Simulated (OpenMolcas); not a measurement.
**Re3+ in a point-charge field**

Re3+ among 6 point charges of -1.7 e arranged as a trigonal prism (D3h), 2.36 Å from the ion, with a polar angle of 50.6° against the regular 49.1°.
```
   1.8229    0.0000    1.4988  -1.70
  -0.9115    1.5787    1.4988  -1.70
  -0.9115   -1.5787    1.4988  -1.70
   1.8229    0.0000   -1.4988  -1.70
  -0.9115    1.5787   -1.4988  -1.70
  -0.9115   -1.5787   -1.4988  -1.70
```

```json
{
 "Program": "OpenMolcas",
 "Method": "CASSCF",
 "Basis": "ANO-RCC-VDZP [7s6p4d2f1g]",
 "Scalar Hamiltonian": "DKH2, point nucleus",
 "Active space": "4 electrons in 5 orbitals (5d)",
 "State averaging": "2S+1 = 5 even, 5 roots; 2S+1 = 3 even, 45 roots; 2S+1 = 1 even, 50 roots",
 "Spin-orbit coupling": "state interaction with AMFI integrals over the reference wave functions"
}
```

The lowest spin-free states (labels of D3, the rotations of D3h), above the lowest:

```
State  Degeneracy  E (cm-1)  Free-ion L (%)
   5E           2       0.0         D (100)
  5A1           1      4119         D (100)
   5E           2      6781         D (100)
  3A2           1     13334          H (58)
   3E           2     15232          H (42)
   3E           2     16262         H (100)
   3E           2     16629          H (87)
  3A2           1     17299          H (57)
  3A1           1     17302          H (58)
   3E           2     17501          P (49)
  3A2           1     18474          G (62)
  3A1           1     18492          G (55)
   3E           2     20261          G (55)
   1E           2     20348          I (69)
   3E           2     20752          H (89)
  1A1           1     21141          G (80)
  3A2           1     21632          P (68)
   3E           2     22628          F (55)
  3A2           1     23063          F (42)
   1E           2     23476         I (100)
```

The lowest levels with spin-orbit coupling:

```tsv
E (cm-1)	Degeneracy	Label	2S+1	g
0.0	1	A1	5 (75 %)	
2165	2	E	5 (89 %)	0.00 0.00 4.14
3938	1	A2	5 (89 %)	
4914	2	E	5	0.00 0.00 3.60
5481	2	E	5	0.00 0.00 6.09
7191	1	A2	5 (87 %)	
7191	1	A1	5 (87 %)	
9039	1	A1	5 (88 %)	
9721	1	A2	5	
10282	2	E	5 (83 %)	0.00 0.00 7.31
10729	2	E	5 (86 %)	0.00 0.00 3.22
11194	1	A1	5 (79 %)	
11843	2	E	5 (85 %)	0.00 0.00 0.84
12955	2	E	5 (83 %)	0.00 0.00 3.97
13592	2	E	5 (57 %)	0.00 0.00 10.64
13818	1	A1	5 (79 %)	
13841	1	A2	5 (79 %)	
15546	1	A1	3 (57 %)	
17556	1	A2	3 (84 %)	
17583	1	A1	3 (84 %)
```

Electric-dipole absorption from the lowest level at this geometry, strongest bands:

```
E (cm-1)  λ (nm)  Label         f
    5481    1820      E  7.38e-06
    7191    1390     A2  5.32e-06
   10282     973      E  5.61e-06
   12955     772      E  2.72e-05
   13592     736      E  3.43e-04
   13841     722     A2  9.41e-05
   17556     570     A2  2.18e-05
   18084     553      E  1.48e-05
   18317     546      E  1.38e-04
   23050     434     A2  3.86e-06
   25051     399     A2  6.24e-06
   25681     389      E  4.51e-06
   28572     350     A2  1.06e-05
   28956     345      E  3.28e-06
   29117     343      E  5.47e-06
   31266     320      E  1.51e-05
```

Powder χT (cm3 K/mol): 0 at 2 K, 0.005 at 10 K, 0.025 at 50 K, 0.05 at 100 K, 0.0999 at 200 K, 0.15 at 300 K. The effective moment at 300 K is 2.828 √(χT) = 1.09 μB.

Spin-orbit coupling mixes the spin-free states strongly: the lowest level takes only 53 % from its leading state, 5E. An orbital doublet at a regular site is open to a Jahn-Teller distortion, which this geometry leaves out. Without dynamic correlation the repulsion within the d shell is too large (B by tens of per cent), so at a given field states of lower spin stand too high. This shell can be high or low spin here, a state of another spin lies low, and with metal d orbitals alone active their balance is uncertain, so the ground spin may be wrong. Point charges give a weaker field than real ligands, and real ions of this kind are as a rule low spin; the high spin found here belongs to the model. Point charges carry no covalency, so the field is a model and not that of real ligands. No measured value stands beside these numbers.

The RASSCF and RASSI steps took 23 s on 1 thread of Arm Neoverse V2, with other jobs on the host; the integral step is not counted.

With an even number of electrons the g values are those of a degenerate or nearly degenerate non-Kramers pair.
